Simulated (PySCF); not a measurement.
SMILES C[CH2][Ge]([CH3])([CH3])[F] (C₄H₁₁FGe) at its GFN2-xTB optimised geometry (Å):

```
17

C     -0.2048    -2.1760     1.6490
C     -0.5928    -0.7052     1.6937
Ge    -0.1430     0.2740     0.0000
C     -0.5749     2.2175     0.0000
C     -0.5611    -0.6755    -1.6977
F      1.6459     0.2740     0.0000
H     -0.4142    -2.6579     2.6029
H      0.8577    -2.2774     1.4372
H     -0.7598    -2.6986     0.8719
H     -0.0678    -0.2069     2.5092
H     -1.6611    -0.6018     1.8837
H     -1.6459     2.3742    -0.0760
H     -0.0897     2.6986    -0.8439
H     -0.2171     2.6823     0.9138
H     -0.0653    -1.6412    -1.7146
H     -1.6306    -0.8271    -1.8011
H     -0.2070    -0.0920    -2.5422
```

Calculation: PBE0/def2-SVP run with PySCF. Cells within 0.4 Å of a nucleus heavier than hydrogen are left out (blank, or x).

Map of the Laplacian of the electron density (e/bohr⁵), clipped to [-1.50, 1.50] on the plane z = 1.5 Å:

```
|7777777777777777777777777777777|
|7777777777777777777777777777777|
|7777777777777777777777777777777|
|7777777777777777777777777777777|
|7777777777777777777777777777777|
|7777777777777777777777777777777|
|7777777777777777777777777777777|
|7777777777777777777777777777777|
|7777777777777777777777777777777|
|7777777777777777777777777777777|
|7777777777777777777777777777777|
|7777777777777777777777777777777|
|7777777777777777777777777777777|
|7777777777777777777777777777777|
|7777777777778887777777777777777|
|7777777777888877877777777777777|
|7777777778776957877777777777777|
|7777777778666xx8877777777777777|
|7777777777877x78877777777777777|
|7777777777888657887777777777777|
|7777777777788746888777777777777|
|77777777777887xx446877777777777|
|77777777777885xx300877777777777|
|7777777777778767777777777777777|
|7777777777778888887777777777777|
|7777777777777787777777777777777|
|7777777777777777777777777777777|
|7777777777777777777777777777777|
|7777777777777777777777777777777|
|7777777777777777777777777777777|
|7777777777777777777777777777777|
```
Scale: ten equal steps from -1.50 (start of '0') to 0.484 (end of '9'), in the order '0123456789'; x runs from -5.00 to 5.00, y from -5.00 (bottom) to 5.00 (top).
